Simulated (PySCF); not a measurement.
Species: C3H5GeN.
SMILES: `C=[CH][GeH2][C]#N`

The calculation used EOM-IP-CCSD/aug-cc-pVDZ in PySCF, restricted Hartree–Fock reference, 13 core orbitals frozen, non-relativistic, gas phase, PBE0-D3(BJ)/def2-SVP geometry.

Hartree–Fock orbital energies give these Koopmans values (eV): HOMO 11.01, HOMO-1 12.29, HOMO-2 12.52, HOMO-3 13.31, HOMO-4 14.03, HOMO-5 14.52, HOMO-6 15.96, HOMO-7 16.74.

Q: What vertical ionisation energies does EOM-IP-CCSD give?

A: 
| leading hole (HF orbital) | Koopmans (eV) | EOM-IP-CCSD (eV) | change (eV) | one-hole share |
| --- | --- | --- | --- | --- |
| HOMO | 11.01 | 10.94 | -0.07 | 0.96 |
| HOMO-1 | 12.29 | 11.59 | -0.70 | 0.95 |
| HOMO-2 | 12.52 | 12.21 | -0.31 | 0.95 |
| HOMO-5 | 14.52 | 12.48 | -2.04 | 0.93 |
| HOMO-3 | 13.31 | 12.92 | -0.39 | 0.95 |
| HOMO-4 | 14.03 | 13.42 | -0.61 | 0.94 |
| HOMO-6 | 15.96 | 14.60 | -1.36 | 0.94 |
| HOMO-7 | 16.74 | 14.97 | -1.77 | 0.93 |

Q: Does the order of the lines follow the orbital energies?

A: No: the HOMO-5 hole (12.48 eV) falls below the HOMO-3 hole (12.92 eV); the HOMO-5 hole (12.48 eV) falls below the HOMO-4 hole (13.42 eV). The corrections run from -2.04 to -0.07 eV, with a mean of -0.91 eV over the 8 lines; no line lies above its Koopmans value.

Q: At what kinetic energies would He I light (21.22 eV) eject these electrons?

A: 10.28 eV (HOMO), 9.63 eV (HOMO-1), 9.01 eV (HOMO-2), 8.74 eV (HOMO-5), 8.30 eV (HOMO-3), 7.80 eV (HOMO-4), 6.62 eV (HOMO-6), 6.25 eV (HOMO-7).

One root was sought for each valence orbital with −ε under 21 eV, eight at most, so deeper holes and satellites are missing; no vibrational structure.

The values belong to the conformer `[CH2:1]=[CH:2][GeH2:3][C:4]#[N:5]`: C1–C2–Ge3–C4 -115°.
